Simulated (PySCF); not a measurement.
# Broadened absorption spectrum of C7H9PS

Species: C7H9PS.
SMILES: `CSC1=PC=C(C)C=C1`

Method: PySCF 2.14.0, density-fitted response routines, TDDFT PBE0/def2-SVPD, vertical, gas phase, core orbitals frozen in the response. The structure is a single PBE0-D3(BJ)/def2-SVP conformer in the gas phase; no vibrational or solvent corrections. Torsions of this conformer, `[CH3:1][S:2][c:3]1[cH:4][cH:5][c:6]([CH3:7])[cH:8][p:9]1`: C1–S2–C3–C4 180°.

Computed states:

```
state  E (eV)       f
   S1    3.81   0.045
   S2    4.48   0.185
   S3    5.00   0.012
   S4    5.20  0.0006
   S5    5.37   0.252
   S6    5.49  0.0009
   S7    5.52   0.132
   S8    5.75  0.0000
   S9    5.95   0.011
  S10    6.13  0.0001
```

Each state is given a Gaussian of 0.25 eV full width at half maximum, with ε(max) = 2.175×10⁸ f / Δν̃ (Δν̃ the width in cm⁻¹). The cross-section is σ = 3.8235×10⁻²¹ ε cm², given in Mb (10⁻¹⁸ cm²). The width is an assumption, not a result. The curve ends short of the highest state used, and states not computed would add to its high-energy end.

Question: What does the envelope look like, and where are its maxima?

Answer: 
| λ (nm) | σ (Mb) |
| --- | --- |
| 224.4 | 92.79 |
| 226.9 | 121.75 |
| 229.3 | 131.91 |
| 231.8 | 117.02 |
| 234.3 | 82.76 |
| 236.8 | 46.45 |
| 239.2 | 22.08 |
| 241.7 | 9.64 |
| 244.2 | 5.72 |
| 246.7 | 5.10 |
| 249.1 | 4.81 |
| 251.6 | 3.91 |
| 254.1 | 2.67 |
| 256.6 | 1.73 |
| 259.0 | 1.75 |
| 261.5 | 3.67 |
| 264.0 | 9.02 |
| 266.5 | 19.37 |
| 268.9 | 34.28 |
| 271.4 | 52.49 |
| 273.9 | 68.28 |
| 276.4 | 76.07 |
| 278.8 | 73.50 |
| 281.3 | 61.88 |
| 283.8 | 45.65 |
| 286.3 | 29.73 |
| 288.7 | 17.62 |
| 291.2 | 9.15 |
| 293.7 | 4.28 |
| 296.2 | 1.84 |
| 298.6 | 0.84 |
| 301.1 | 0.56 |
| 303.6 | 0.81 |
| 306.1 | 1.57 |
| 308.5 | 2.86 |
| 311.0 | 4.91 |
| 313.5 | 7.63 |
| 316.0 | 10.80 |
| 318.4 | 13.84 |
| 320.9 | 16.47 |
| 323.4 | 18.06 |
| 325.9 | 18.29 |
| 328.3 | 17.26 |
| 330.8 | 15.13 |
| 333.3 | 12.39 |
| 335.8 | 9.50 |
| 338.2 | 6.94 |
| 340.7 | 4.72 |
| 343.2 | 3.03 |
| 345.7 | 1.84 |
| 348.1 | 1.09 |
| 350.6 | 0.60 |
| 353.1 | 0.31 |
| 355.6 | 0.16 |
| 358.0 | 0.08 |
| 360.5 | 0.04 |

Maxima: 325 nm (3.81 eV), ε about 4800, made up of S1 (100%); 277 nm (4.48 eV), ε about 20000, made up of S2 (100%); 229 nm (5.41 eV), ε about 35000, made up of S5 (75%) and S7 (25%) (ε in L mol⁻¹ cm⁻¹; maxima over ε = 5, shares over 10%).

Question: What would ε be at 5.41 eV, the highest of these maxima, with half the width (0.125 eV)?

Answer: About 47700 L mol⁻¹ cm⁻¹ against 34500, a factor of about 1.4; a lone state at its own centre would give exactly 2.

Question: On this curve, what absorbance would a 10⁻⁵ mol/L sample give at 266 nm over a 1 cm path?

Answer: 266 nm is 4.661 eV, where ε is about 4400 L mol⁻¹ cm⁻¹, so A = ε c l ≈ 0.044 (Beer–Lambert, with the gas-phase spectrum and the assumed width).

Question: Coming from long wavelengths, where does ε first pass 100 L mol⁻¹ cm⁻¹?

Answer: At about 352 nm (3.52 eV), 0.29 eV below S1.

The vertical ionisation energy (ΔSCF) is 7.68 eV, 1.55 eV above S10.
